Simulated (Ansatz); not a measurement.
Species: C2H7InO, SMILES `[CH3][In]([CH3])[OH]` (C–In–O–H torsion 0°) (charge 0, multiplicity 1).

### Question
Give a relaxed geometry from B3LYP-D3(BJ)/def2-TZVP (Ansatz, an electronic-structure program).

### Answer
One answer among several that fit: the end point of this relaxation, one of several conformers (outside a Z-matrix the atoms follow the SMILES, hydrogens last).
Z-matrix (Å, degrees):
```
In
O 1 2.0239
H 2 0.9623 1 114.32
C 1 2.1578 2 108.52 3 -179.72
H 4 1.0882 1 108.25 2 -6.84
H 4 1.0895 5 109.76 1 120.99
H 4 1.0899 5 109.42 6 118.98
C 1 2.1689 2 113.41 3 0.09
H 8 1.0883 1 111.45 2 178.08
H 8 1.0899 9 109.35 1 120.65
H 8 1.0899 9 109.28 10 118.73
```
